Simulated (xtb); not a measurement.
C$_{3}$H$_{7}$O$_{3}$, charge +1, singlet, from a rough starting geometry; GFN2-xTB (xtb).

Input for xtb:
```
$ xtb mol.xyz --gfn 2 --chrg 1 --opt vtight --json

# file mol.xyz
13

C      2.38830163     0.05274395     0.08096275
O      1.09532868    -0.69338720     0.17593971
C     -0.02173386    -0.21165637    -0.02945670
O     -0.30951544     1.10105638    -0.23393778
O     -1.02350975    -0.96286676     0.06051086
C     -2.33921398    -0.52054992    -0.05499502
H      2.39867116     0.77996324     0.92899676
H      3.14353204    -0.67466120     0.29242573
H      2.47501031     0.51999726    -0.90858380
H      0.47575628     1.67548532    -0.30703505
H     -2.62700244     0.25462364     0.71303494
H     -2.49475418     0.00682476    -1.03268768
H     -3.01078338    -1.42000339     0.05758422
```

What the program printed (banner, timings and long lists left out):

```
   ID    Z sym.   atoms
    1    6 C      1, 3, 6
    2    8 O      2, 4, 5
    3    1 H      7-13

           -------------------------------------------------
          |                Calculation Setup                |
           -------------------------------------------------

           -------------------------------------------------
          |                 G F N 2 - x T B                 |
           -------------------------------------------------

          ...................................................
          :                      SETUP                      :
          :.................................................:
          :  # basis functions                  31          :
          :  # atomic orbitals                  31          :
          :  # shells                           19          :
          :  # electrons                        36          :
          :  max. iterations                   250          :
          :  Hamiltonian                  GFN2-xTB          :
          :  restarted?                      false          :
          :  GBSA solvation                  false          :
          :  PC potential                    false          :
          :  electronic temp.          300.0000000     K    :
          :  accuracy                    1.0000000          :
          :  -> integral cutoff          0.2500000E+02      :
          :  -> integral neglect         0.1000000E-07      :
          :  -> SCF convergence          0.1000000E-05 Eh   :
          :  -> wf. convergence          0.1000000E-03 e    :
          :  Broyden damping             0.4000000          :
          :  net charge                          1          :
          :  unpaired electrons                  0          :
          ...................................................

 iter      E             dE          RMSdq      gap      omega  full diag
   1    -21.8755690 -0.218756E+02  0.497E+00    6.81       0.0  T
   2    -21.9146142 -0.390452E-01  0.283E+00    5.17       1.0  T
   3    -21.9155206 -0.906454E-03  0.121E+00    5.26       1.0  T
   4    -21.9177992 -0.227859E-02  0.153E-01    4.81       1.0  T
   5    -21.9178461 -0.468138E-04  0.655E-02    4.91       1.0  T
   6    -21.9178536 -0.753121E-05  0.178E-02    4.91       1.6  T
   7    -21.9178546 -0.989377E-06  0.499E-03    4.91       5.6  T
   8    -21.9178546 -0.314214E-07  0.161E-03    4.91      17.2  T
   9    -21.9178546 -0.346103E-08  0.592E-04    4.91      46.9  T
  10    -21.9178546 -0.554554E-09  0.213E-04    4.91     130.0  T

   *** convergence criteria satisfied after 10 iterations ***

         :::::::::::::::::::::::::::::::::::::::::::::::::::::
         ::                     SUMMARY                     ::
         :::::::::::::::::::::::::::::::::::::::::::::::::::::
         :: total energy             -21.737222525624 Eh    ::
         :: gradient norm              0.127737816477 Eh/a0 ::
         :: HOMO-LUMO gap              4.909023932534 eV    ::
         ::.................................................::
         :: SCC energy               -21.917857690173 Eh    ::
         :: -> isotropic ES            0.130695472014 Eh    ::
         :: -> anisotropic ES          0.000770675734 Eh    ::
         :: -> anisotropic XC          0.002352668504 Eh    ::
         :: -> dispersion             -0.005236606037 Eh    ::
         :: repulsion energy           0.180635164549 Eh    ::
         :: add. restraining           0.000000000000 Eh    ::
         :: total charge               1.000000000000 e     ::
         :::::::::::::::::::::::::::::::::::::::::::::::::::::

      -----------------------------------------------------------
     |                   =====================                   |
     |                        A N C O P T                        |
     |                   =====================                   |
     |               Approximate Normal Coordinate               |
[...]
 * total energy  :   -21.7372225 Eh     change       -0.5721290E-10 Eh
 * total energy  :   -21.7462988 Eh     change       -0.9076296E-02 Eh
 * total energy  :   -21.7490685 Eh     change       -0.2769718E-02 Eh
 * total energy  :   -21.7493478 Eh     change       -0.2793041E-03 Eh
 * total energy  :   -21.7494261 Eh     change       -0.7822007E-04 Eh
 * total energy  :   -21.7494319 Eh     change       -0.5831075E-05 Eh
 * total energy  :   -21.7494339 Eh     change       -0.1982035E-05 Eh
 * total energy  :   -21.7494344 Eh     change       -0.5122193E-06 Eh
 * total energy  :   -21.7494346 Eh     change       -0.1622493E-06 Eh
 * total energy  :   -21.7494346 Eh     change       -0.6139766E-07 Eh
   *** GEOMETRY OPTIMIZATION CONVERGED AFTER 10 ITERATIONS ***
         :: total energy             -21.749434612863 Eh    ::
[...]
        24                         -0.0346769              -0.9436
        25                         -0.0259244              -0.7054
        26                          0.0132960               0.3618
        27                          0.0263822               0.7179
        28                          0.0310293               0.8443
        29                          0.0449083               1.2220
       ...                                ...                  ...
        31                          0.3061682               8.3313
      -------------------------------------------------------------
                  HL-Gap            0.1849928 Eh            5.0339 eV
             Fermi-level           -0.5532482 Eh          -15.0546 eV

     #   Z          covCN         q      C6AA      α(0)
     1   6 C        3.640    -0.014    21.198     6.621
     2   8 O        1.703    -0.158    16.683     5.515
     3   6 C        2.614     0.479    19.059     7.140
     4   8 O        1.659    -0.303    19.053     5.893
     5   8 O        1.703    -0.123    16.164     5.428
     6   6 C        3.648    -0.013    21.145     6.607
     7   1 H        0.924     0.105     1.739     2.062
     8   1 H        0.925     0.151     1.387     1.841
     9   1 H        0.924     0.105     1.742     2.064
    10   1 H        0.804     0.390     0.504     1.115
    11   1 H        0.924     0.119     1.625     1.993
    12   1 H        0.924     0.118     1.626     1.994
    13   1 H        0.925     0.144     1.432     1.871

 Mol. C6AA /au·bohr⁶  :       1169.790709
 Mol. C8AA /au·bohr⁸  :      24740.551203
 Mol. α(0) /au        :         50.144075

Wiberg/Mayer (AO) data.
largest (>0.10) Wiberg bond orders for each atom

 ---------------------------------------------------------------------------
     #   Z sym  total        # sym  WBO       # sym  WBO       # sym  WBO
 ---------------------------------------------------------------------------
     1   6 C    3.843 --     9 H    0.968     7 H    0.968     8 H    0.963
                             2 O    0.901
     2   8 O    2.439 --     3 C    1.287     1 C    0.901     4 O    0.111
                             5 O    0.100
     3   6 C    3.934 --     5 O    1.332     2 O    1.287     4 O    1.236
     4   8 O    2.292 --     3 C    1.236    10 H    0.816     2 O    0.111
                             5 O    0.102
     5   8 O    2.476 --     3 C    1.332     6 C    0.891     4 O    0.102
                             2 O    0.100
     6   6 C    3.829 --    13 H    0.967    12 H    0.965    11 H    0.965
                             5 O    0.891
     7   1 H    0.989 --     1 C    0.968
     8   1 H    0.977 --     1 C    0.963
     9   1 H    0.989 --     1 C    0.968
    10   1 H    0.848 --     4 O    0.816
    11   1 H    0.986 --     6 C    0.965
    12   1 H    0.986 --     6 C    0.965
    13   1 H    0.979 --     6 C    0.967
 ---------------------------------------------------------------------------

Topologies differ in total number of bonds
Writing topology from bond orders to xtbtopo.mol

molecular dipole:
                 x           y           z       tot (Debye)
 q only:        0.284       0.636      -0.133
   full:        0.487       0.862      -0.161       2.550
molecular quadrupole (traceless):
                xx          xy          yy          xz          yz          zz
 q only:       15.998       5.201      -6.345       0.503      -0.329      -9.653
  q+dip:       12.167       5.512      -5.759       0.044       0.147      -6.408
   full:       13.104       5.695      -6.300       0.086       0.182      -6.803

optimized geometry written to: xtbopt.xyz

           -------------------------------------------------
          | TOTAL ENERGY              -21.749434612863 Eh   |
          | GRADIENT NORM               0.000107247119 Eh/α |
          | HOMO-LUMO GAP               5.033910988468 eV   |
           -------------------------------------------------
```
